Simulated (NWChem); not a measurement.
phosphorus nitride (PN); SMILES N#P

All runs: NWChem. Pople sets run with spherical d functions. Structure relaxed at the PBE0/def2-SVP level. Computed dipoles belong to the equilibrium geometry; the measured one is vibrationally averaged.

Measured dipole moment: 2.75 D (NIST CCCBDB, as tabulated in the package chemicals).

**Question.** Which of these levels lies farthest from the measured value, and how do the others fare: B3LYP/STO-3G; B3LYP/aug-cc-pVTZ; B3LYP/6-311++G**; B3LYP/def2-SVPD; B3LYP/6-31G*; B3LYP/def2-SVP; B3LYP/6-31+G*; B3LYP/def2-TZVP; B3LYP/3-21G?

**Answer.** B3LYP/STO-3G.
```csv
level,dipole moment (D),computed − measured
B3LYP/STO-3G,1.95,-0.80
B3LYP/3-21G,1.99,-0.76
B3LYP/6-31G*,2.45,-0.30
B3LYP/6-31+G*,2.80,+0.05
B3LYP/def2-SVP,2.52,-0.23
B3LYP/def2-SVPD,2.86,+0.11
B3LYP/def2-TZVP,2.88,+0.13
B3LYP/6-311++G**,2.87,+0.12
B3LYP/aug-cc-pVTZ,2.87,+0.12
```
